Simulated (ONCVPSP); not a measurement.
## u(r) = r·R(r): atom against pseudo-atom (zinc)

Columns: radius, all-electron u(r) and pseudo u(r) of the 3s shell (level -138.90 eV) of zinc in the configuration [Ne] 3s2 3p6 3d10 4s1; PBE, scalar-relativistic, ONCV scheme, ONCVPSP 4.0.1.

```csv
r (bohr),all-electron,pseudo
0.075,-0.1386,0.2615
0.150,-0.7200,0.5090
0.225,-0.4219,0.7304
0.300,0.1969,0.9157
0.375,0.7565,1.0580
0.450,1.1291,1.1530
0.525,1.3127,1.1993
0.600,1.3527,1.2000
0.675,1.2980,1.1608
0.750,1.1899,1.0901
0.825,1.0574,0.9967
0.900,0.9189,0.8889
0.975,0.7855,0.7744
1.050,0.6632,0.6606
1.125,0.5546,0.5543
1.200,0.4603,0.4602
1.275,0.3797,0.3796
1.350,0.3117,0.3116
1.425,0.2548,0.2547
1.500,0.2075,0.2075
1.575,0.1686,0.1686
1.650,0.1366,0.1366
1.725,0.1105,0.1105
1.800,0.0892,0.0892
1.875,0.0719,0.0718
1.950,0.0578,0.0578
```

Task: How many radial nodes do the two functions have?

Result: The all-electron 3s function has n − l − 1 = 2 (the table is too coarse to show those close to the nucleus); the pseudo-wave has 0, since the states of the same l below it are removed with the core.

Task: At about which radius was the pseudo-wave matched?

Result: 1.20 bohr, where the columns begin to agree (steps of 0.07 bohr).

Task: Where does each function peak?

Result: Outermost all-electron maximum near 0.60 bohr, pseudo maximum near 0.60 bohr (to the table’s step).

Task: Is the pseudo-wave norm-conserving?

Result: Yes: the ONCV scheme keeps the norm inside the radius equal to the all-electron one, which fixes the energy derivative of the logarithmic derivative at the level.
